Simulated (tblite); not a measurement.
CH9NOSi2.
Numbering: `[CH3:1][O:2][Si@H:3]([NH2:4])[SiH3:5]` (hydrogens: H6, H7, H8 on C1; H9 on Si3; H10, H11 on N4; H12, H13, H14 on Si5)

Computed with GFN2-xTB (tblite), gas phase: L-BFGS steps from a force-field or distance-geometry start until the largest atomic force falls under 0.01 eV/Å.

Step 135: E = -468.6472 eV
```
atom  x, y, z in Å  |  force x, y, z in eV/Å
C1     -2.3042   -0.4490   -0.0470    0.013   0.014  -0.005
O2     -0.9259   -0.6517   -0.0905   -0.013   0.002   0.023
Si3     0.2349    0.0790    0.7855   -0.013   0.002   0.035
N4      0.2730    1.7674    0.3985   -0.003  -0.020   0.024
Si5     2.1973   -0.8540    0.0815   -0.012  -0.015  -0.016
H6     -2.5512    0.6102   -0.1621    0.007  -0.038  -0.010
H7     -2.7552   -1.0113   -0.8665    0.002   0.008   0.017
H8     -2.7220   -0.8028    0.9017    0.052   0.021  -0.039
H9     -0.1122   -0.1115    2.2157    0.000   0.006  -0.004
H10    -0.5587    2.3292    0.4979   -0.005   0.009  -0.004
H11     1.0755    2.3038    0.6825   -0.014   0.025  -0.004
H12     2.6559   -0.4574   -1.2542   -0.005  -0.023   0.011
H13     2.2234   -2.3180    0.1191   -0.006  -0.011  -0.027
H14     3.2688   -0.4341    0.9958   -0.001   0.018   0.001
```

Step 136: E = -468.6476 eV
```
atom  x, y, z in Å  |  force x, y, z in eV/Å
C1     -2.2996   -0.4514   -0.0479    0.004   0.007   0.001
O2     -0.9214   -0.6510   -0.0850   -0.015  -0.006   0.024
Si3     0.2365    0.0836    0.7906    0.005  -0.011   0.038
N4      0.2736    1.7705    0.3991   -0.017  -0.025   0.018
Si5     2.1949   -0.8535    0.0814   -0.009  -0.039  -0.011
H6     -2.5488    0.6066   -0.1594    0.002   0.000  -0.013
H7     -2.7460   -1.0101   -0.8710   -0.004  -0.010  -0.015
H8     -2.7241   -0.8105    0.8952    0.059   0.016  -0.013
H9     -0.1086   -0.1034    2.2218   -0.004   0.006  -0.006
H10    -0.5604    2.3292    0.4946   -0.008   0.021  -0.004
H11     1.0733    2.3094    0.6850   -0.003   0.035   0.000
H12     2.6466   -0.4600   -1.2581    0.002  -0.020   0.024
H13     2.2134   -2.3193    0.1156   -0.003   0.012  -0.024
H14     3.2700   -0.4404    0.9961   -0.009   0.015  -0.018
```

Step 137: E = -468.6481 eV
```
atom  x, y, z in Å  |  force x, y, z in eV/Å
C1     -2.2967   -0.4499   -0.0491   -0.016   0.003   0.004
O2     -0.9193   -0.6542   -0.0794   -0.018  -0.009   0.018
Si3     0.2373    0.0829    0.7955    0.019  -0.011   0.037
N4      0.2708    1.7688    0.4007   -0.020  -0.015   0.018
Si5     2.1950   -0.8530    0.0815   -0.005  -0.049  -0.001
H6     -2.5424    0.6085   -0.1664    0.005  -0.007  -0.008
H7     -2.7423   -1.0106   -0.8716    0.002  -0.009  -0.015
H8     -2.7265   -0.8046    0.8936    0.062   0.024  -0.018
H9     -0.1068   -0.1028    2.2270   -0.003   0.006  -0.007
H10    -0.5652    2.3248    0.4964   -0.005   0.022  -0.005
H11     1.0692    2.3117    0.6831   -0.006   0.030   0.002
H12     2.6415   -0.4609   -1.2601    0.005  -0.015   0.024
H13     2.2112   -2.3193    0.1129   -0.001   0.020  -0.021
H14     3.2738   -0.4416    0.9938   -0.021   0.011  -0.029
```

Step 138: E = -468.6493 eV
```
atom  x, y, z in Å  |  force x, y, z in eV/Å
C1     -2.2878   -0.4447   -0.0540   -0.050  -0.016   0.013
O2     -0.9130   -0.6655   -0.0614   -0.029  -0.003  -0.001
Si3     0.2399    0.0791    0.8115    0.045   0.002   0.024
N4      0.2618    1.7633    0.4075   -0.040   0.014   0.022
Si5     2.1942   -0.8527    0.0813    0.009  -0.056   0.026
H6     -2.5211    0.6144   -0.1963    0.017  -0.039   0.006
H7     -2.7313   -1.0174   -0.8706    0.023   0.005   0.002
H8     -2.7322   -0.7781    0.8907    0.058   0.045  -0.038
H9     -0.1037   -0.1017    2.2435    0.001   0.005  -0.006
H10    -0.5799    2.3110    0.5049    0.009   0.014  -0.009
H11     1.0549    2.3196    0.6791   -0.006   0.005   0.006
H12     2.6244   -0.4631   -1.2657    0.014   0.000   0.016
H13     2.2077   -2.3196    0.1036    0.002   0.023  -0.008
H14     3.2855   -0.4449    0.9838   -0.051   0.001  -0.052
```

**Question.** Estimate the geometry and energy of step 139. (The exact step hangs on the optimiser's Hessian estimate; all steps are aligned on step 138, rigid shifts and turns removed.)

**Answer.** E = -468.6500 eV, largest force 0.076 eV/Å
```
atom  x, y, z in Å  |  force x, y, z in eV/Å
C1     -2.2833   -0.4435   -0.0574   -0.050  -0.019   0.016
O2     -0.9096   -0.6704   -0.0525   -0.016   0.006  -0.012
Si3     0.2415    0.0781    0.8201    0.040   0.013   0.008
N4      0.2587    1.7624    0.4138   -0.043   0.012   0.020
Si5     2.1925   -0.8537    0.0804    0.011  -0.043   0.032
H6     -2.5107    0.6147   -0.2177    0.017  -0.050   0.008
H7     -2.7249   -1.0274   -0.8679    0.030   0.015   0.018
H8     -2.7324   -0.7603    0.8907    0.041   0.046  -0.043
H9     -0.1045   -0.1003    2.2514    0.006   0.003  -0.002
H10    -0.5853    2.3068    0.5097   -0.002   0.012  -0.010
H11     1.0481    2.3254    0.6823    0.005  -0.009   0.010
H12     2.6134   -0.4644   -1.2694    0.017   0.006   0.012
H13     2.2056   -2.3197    0.0984    0.000   0.006  -0.003
H14     3.2904   -0.4481    0.9761   -0.055   0.002  -0.053
```

The energy changes by -0.0007 eV. The first-order estimate −F·Δx gives -0.0010 eV and the mean of the old and new forces, exact on a quadratic surface, -0.0007 eV. The step makes an angle of 82° with the force vector and moves no atom by more than 0.024 Å.

What follows is the cost of the whole relaxation. Hardware: Arm Neoverse V1, one thread (shared host). Cost: 0.95 s of wall time.
